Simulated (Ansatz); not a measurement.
# Relative stability

The two ends of one reaction step of C2H5I, closed shell (PBE0-D4/def2-TZVP).

A:

I1  (0.140, -2.386, 0.100)
C2  (0.635, -0.295, 0.078)
H3  (1.152, -0.124, 1.020)
H4  (1.340, -0.185, -0.743)
C5  (-0.586, 0.573, -0.083)
H6  (-0.285, 1.626, -0.088)
H7  (-1.105, 0.364, -1.020)
H8  (-1.291, 0.427, 0.737)
(Å)

B:

```csv
atom,x (Å),y (Å),z (Å)
I1,-1.2688,-2.7689,1.1073
C2,0.9152,0.4073,-0.2938
H3,1.5858,0.4405,0.5582
H4,1.2739,-0.1105,-1.1769
C5,-0.2821,0.9751,-0.2589
H6,-0.6394,1.4958,0.6231
H7,-0.9513,0.9448,-1.1121
H8,-0.6332,-1.3841,0.5533
```

Ansatz 0.2.0; basis: def2-TZVPP; cores frozen in the correlated methods. Filled d shells of the heavier atoms are correlated. Core potentials replace the inner electrons of the atoms past krypton. The def2 sets are not built for correlating such inner shells, so the correlated values are less sure here. B3LYP uses VWN-RPA correlation.

(1) Which structure is lower at CCSD(T), and by how much? (Judge from chemistry; the value comes from the calculation.)

The T1 diagnostic stays at or below 0.009.

Results:

(1) Computed: A, by 23.25 kcal/mol (electronic energy, against the other). By their contacts, A is C₂H₅I (CCI) and B is a complex of C₂H₄ (C=C) + HI.

All methods give the same order:

| method | E(B) − E(A) (kcal/mol) |
| --- | --- |
| SPW92 | 29.34 |
| PBE-D4 | 24.77 |
| BLYP-D4 | 20.10 |
| r2SCAN-D4 | 25.12 |
| B97M-V | 23.47 |
| PBE0-D4 | 26.68 |
| B3LYP-D4 | 22.05 |
| r2SCAN0-D4 | 26.57 |
| BHLYP-D4 | 23.97 |
| CAM-B3LYP-D4 | 23.00 |
| wB97X-V | 25.83 |
| wB97M-V | 23.94 |
| B2PLYP | 22.68 |
| PBE-QIDH | 27.85 |
| RPA on PBE | 22.99 |
| HF | 19.96 |
| MP2 | 26.18 |
| CCSD | 23.11 |
| CCSD(T) | 23.25 |

For scale, one of the runs: CCSD(T)/def2-TZVPP, 182 basis functions (an equivalent command: `ansatz run in.yaml --threads 4`). Hardware: 4 CPU threads, shared host. Wall time 40 s; peak host memory 2.1 GiB.
